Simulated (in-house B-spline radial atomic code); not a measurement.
# RPA and G0W0 on CAM-B3LYP: the neon ion Ne³⁺

Configuration [He] 2s2 2p3, highest spin, mean-field start CAM-B3LYP. Computed with an all-electron radial atomic-structure program (B-spline basis): all electrons, scalar-relativistic (spin-free one-electron X2C), finite nucleus, each spin shell either full or empty, empty states to l = 9 with an (l + 1/2)⁻⁴ tail; G0W0 by contour deformation at full frequency.

Command:
```bash
python run_gw.py task.json out
```
Settings (radii: box in bohr, nucleus in fm):
```
Z                        10
electrons                7
configuration            [He] 2s2 2p3
hamiltonian              x2c
method                   camb3lyp
lmax                     9
rms_radius               3.0055
spin_polarised           True
box_radius               14.14
intervals                70
```

Cost of the run: 1 s on 1 thread of AMD EPYC 9R14, on a shared host.

Energies (hartree):

| term | value |
| --- | --- |
| mean-field total | -124.43405 |
| Hartree-Fock functional on these orbitals | -124.24514 |
| direct second order | -0.38746 |
| second-order exchange | 0.18022 |
| SOSEX correction | 0.16351 |

(1) What is the RPA correlation energy, and what remains with SOSEX?

Quasi-particle levels (eV):

```json
{"level": "2p up", "occupied": "yes", "mean field": "-88.91", "Σx - vxc": "-9.61", "Σc": "?", "QP weight": "?", "G0W0": "?"}
{"level": "2s down", "occupied": "yes", "mean field": "-102.46", "Σx - vxc": "-4.68", "Σc": "-2.09", "QP weight": "0.962", "G0W0": "-109.24"}
{"level": "2p down", "occupied": "no", "mean field": "-70.53", "Σx - vxc": "11.03", "Σc": "-3.99", "QP weight": "0.965", "G0W0": "-63.49"}
```

G0W0 = mean field + (Σx - vxc) + Σc, with Σc (partial-wave tail included) taken at the quasi-particle energy. Levels of low weight are left out.

(2) Where does G0W0 put 2p up?

Results:

(1) RPA gives -0.34626 hartree (-1.35 eV per electron); RPA + SOSEX gives -0.18275, and the second-order doubles -0.20723 hartree (no singles). SOSEX takes back 47 % of the RPA value.

(2) At -97.20 eV, with Σc = 1.32 eV and a quasi-particle weight of 0.958. The tabulated removal energy is 97.190 ± 0.0025 eV (NIST, semi-empirical).
